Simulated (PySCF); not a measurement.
## Working out the ionisation energy of Ir

Ir [Xe] 4f14 5d7 6s2 (4F) → Ir⁺ [Xe] 4f14 5d7 6s1 (5F). Calculation: PySCF 2.14, in cc-pVTZ-PP with ECP60MDF (5s5p4d2f1g, 63 functions); scalar relativity through the core potential. Frozen: 5s2 5p6. Energies in hartree (1 hartree = 27.21139 eV):

```csv
part,Ir (lower),Ir⁺ (upper)
UHF,-103.626276,-103.367837
MP2 opposite-spin,-0.153171,-0.101902
MP2 same-spin,-0.088207,-0.081354
```

Task: What does Hartree-Fock give?

Result: (-103.367837) − (-103.626276) = 0.258439 hartree = 7.032 eV.

Task: What do MP2 and SCS-MP2 (6/5 opposite-spin, 1/3 same-spin) give?

Result: The opposite-spin parts differ by 1.395 eV and the same-spin parts by 0.186 eV. MP2: 7.032 + (1.395) + (0.186) = 8.613 eV. SCS-MP2: 7.032 + 1.2 × (1.395) + (0.186)/3 = 8.768 eV.

Measured between the centres of the two terms (NIST): 8.926 eV, so MP2 (valence) is off by -0.313 eV.

What remains against the reference includes basis incompleteness, the frozen core and correlation beyond second order.
